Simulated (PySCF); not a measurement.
Two species compared at the same levels of theory.

First species: C₅H₁₄GeSi.
Bonds: Si1–Ge2, Ge2–C3, C3–C4, C4–C5, C5–C6, C6–C7, C3–C7. Hydrogens: H8, H9, H10 on Si1; H11, H12 on Ge2; H13 on C3; H14, H15 on C4; H16, H17 on C5; H18, H19 on C6; H20, H21 on C7.

Second species: C₄H₈BFO₂.
SMILES: `CC[C@@H]1OBO[C@@H]1F`

Levels: PBE0/def2-SVPD for HOMO energy, LUMO energy, HOMO–LUMO gap and static isotropic polarisability; TDDFT PBE0/def2-SVPD for lowest singlet excitation; TDA PBE0/def2-SVPD for lowest triplet excitation (Tamm–Dancoff); ΔSCF PBE0/def2-SVPD for vertical ionisation energy. Geometries: PBE0-D3(BJ)/def2-SVP. All species are isolated and taken at one optimised geometry, non-relativistic unless stated; the electronic structure was computed with PySCF and density fitting.

Dipoles, sizes and rotational constants follow the conformer. The torsions of the flexible species, by atom-mapped SMILES:
- `[CH3:1][CH2:2][C@@H:3]1[O:4][BH:5][O:6][C@@H:7]1[F:8]`: C1–C2–C3–O4 -60°

The conformers of `[SiH3][GeH2][CH]1CCCC1` aren't listed.

Values for the first species:

```
HOMO energy                              : -7.73 eV
LUMO energy                              : 0.23 eV
HOMO–LUMO gap                            : 7.96 eV
Lowest singlet excitation                : 6.91 eV
Lowest triplet excitation (Tamm–Dancoff) : 6.22 eV
Static isotropic polarisability          : 121.8 au
Vertical ionisation energy               : 9.41 eV
```

Problem. Estimate the same properties for the second species, and the change in each.

Solution. 
```tsv
property	first	second	second less first
HOMO energy	-7.73 eV	-8.95 eV	-1.22 eV
LUMO energy	0.23 eV	0.21 eV	-0.02 eV
HOMO–LUMO gap	7.96 eV	9.16 eV	+1.20 eV
lowest singlet excitation	6.91 eV	7.94 eV	+1.03 eV
lowest triplet excitation (Tamm–Dancoff)	6.22 eV	7.11 eV	+0.89 eV
static isotropic polarisability	121.8 au	66.5 au	-55.3 au
vertical ionisation energy	9.41 eV	10.97 eV	+1.56 eV
```

On the first: No computed singlet falls in the visible range (750 to 380 nm, 1.65 to 3.26 eV); S1 lies 3.65 eV above its blue end. The polarisability is 18.05 Å³ as a volume (1 au = 0.148185 Å³), or 1.35 au for each of the 90 electrons. Relativistic effects, spin–orbit coupling among them, are left out although an element past zinc is present.

On the second: The polarisability is 9.85 Å³ as a volume (1 au = 0.148185 Å³), or 1.07 au for each of the 62 electrons. The vertical singlet–triplet gap S1 − T1 is 0.83 eV (TDDFT singlet less Tamm–Dancoff triplet; S1: HOMO→LUMO, weight 0.98; T1: HOMO→LUMO, weight 0.69).
